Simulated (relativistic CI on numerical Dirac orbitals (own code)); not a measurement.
## Line list: Forbidden lines, W56+

Method of calculation: Dirac-Coulomb-Breit CI, orbitals from a KLI potential per configuration, a model potential for QED, unscaled Slater integrals (own radial code, finite nucleus).

CI space (outside the closed core [Ne]): 3s²3p⁶, 3s²3p⁵3d, 3s3p⁶3d, 3s²3p⁵4s, 3s²3p⁵4p, 3s²3p⁵4d, 3s3p⁶4s, 3p⁶3d4p, 3s²3p⁵4f, 3s3p⁶4p, 3s3p⁶4d, 3s3p⁶4f, 3s²3p⁵5s, 3s²3p⁵5p, 3s²3p⁵5d, 3s²3p⁵5f, 3s²3p⁵5g, 3s3p⁶5s, 3s3p⁶5p, 3s3p⁶5d, 3s3p⁶5f, 3p⁶3d², 3p⁵3d³, 3p⁵3d²4s, 3p⁵3d²4p, 3p⁵3d²4d, 3p⁶3d4s, 3p⁵3d4s², 3p⁵3d4s4p, 3p⁵3d4s4d, 3p⁶4s², 3p⁵4s²4p, 3p⁵4s²4d. Double excitations out of closed p, d and f shells are left out; levels of such configurations are missing from the list, as are those of other unlisted configurations, and high levels can miss mixing partners. These lack a partner that the ground configuration has and come out too high: 3s²3p⁵4f, 3s²3p⁵5s, 3s²3p⁵5p, 3s²3p⁵5d, 3s²3p⁵5f.

```
λ vac (nm)               Lower                Upper  Type   A (s⁻¹)  log gf
   0.36912      3s²3p⁶ ¹S0 [1]    3s3p⁶4d ¹D2 [184]    E2  3.65e+11   -2.43
   0.37250      3s²3p⁶ ¹S0 [1]    3s3p⁶4d ³D2 [182]    E2  1.67e+11   -2.76
   0.48669   3s²3p⁵3d ³P°1 [3]  3s²3p⁵4d ³D°3 [154]    E2  5.75e+09   -3.84
   0.48680  3s²3p⁵3d ³F°2 [10]  3s²3p⁵4d ³F°3 [174]    E2  1.00e+10   -3.60
   0.48872   3s²3p⁵3d ³F°3 [4]  3s²3p⁵4d ³F°4 [151]    E2  8.74e+09   -3.55
   0.49283  3s²3p⁵3d ³F°2 [10]  3s²3p⁵4d ³F°2 [171]    E2  2.89e+10   -3.28
   0.49354   3s²3p⁵3d ³F°3 [4]  3s²3p⁵4d ³D°2 [148]    E2  2.27e+10   -3.38
   0.49428   3s²3p⁵3d ³F°3 [4]  3s²3p⁵4d ³F°3 [147]    E2  1.97e+10   -3.30
   0.49513   3s²3p⁵3d ³D°2 [5]  3s²3p⁵4d ³F°3 [147]    E2  1.56e+10   -3.40
   0.50145   3s²3p⁵3d ³F°4 [6]  3s²3p⁵4d ³D°3 [154]    E2  1.61e+10   -3.37
   0.50260   3s²3p⁵3d ¹D°2 [7]  3s²3p⁵4d ³D°3 [154]    E2  1.51e+10   -3.40
   0.50277   3s²3p⁵3d ³F°4 [6]  3s²3p⁵4d ³F°4 [151]    E2  3.20e+10   -2.96
   0.50300  3s²3p⁵3d ³P°2 [12]  3s²3p⁵4d ³P°2 [173]    E2  3.54e+10   -3.17
   0.50357  3s²3p⁵3d ³F°3 [13]  3s²3p⁵4d ³F°3 [174]    E2  3.85e+10   -2.99
   0.50495   3s²3p⁵3d ³D°3 [8]  3s²3p⁵4d ³D°3 [154]    E2  1.15e+10   -3.51
   0.50577   3s²3p⁵3d ³D°3 [8]  3s²3p⁵4d ¹D°2 [152]    E2  2.11e+10   -3.39
   0.50629   3s²3p⁵3d ³D°3 [8]  3s²3p⁵4d ³F°4 [151]    E2  1.14e+10   -3.40
   0.51199   3s²3p⁵3d ¹P°1 [9]  3s²3p⁵4d ¹D°2 [152]    E2  1.41e+10   -3.56
   0.56742   3s²3p⁵3d ³P°1 [3]  3s²3p⁵4s ³P°2 [128]    E2  7.69e+09   -3.73
   0.58758   3s²3p⁵3d ³F°4 [6]  3s²3p⁵4s ³P°2 [128]    E2  2.22e+10   -3.24
```

Terms are leading LS components. Brackets give the number of a level in order of energy, since labels repeat. The list gives strong lines, with weight on those to low levels, among the lowest 400 of 1357 levels, so that lines to higher ones, which can be the strongest, are missing. Levels whose partners in the same complex of configurations lie outside the list can be far off, and so can their lines. Rates are taken at the computed energies, electric ones in the length gauge.

At this charge energies of transitions that change n are usually good to better than 1 %, and those within a shell (Δn = 0) to a few per cent.

LS names give the leading component of a level, which can be under half, so a name can repeat, a term be missing and a line seem to break the LS rules.
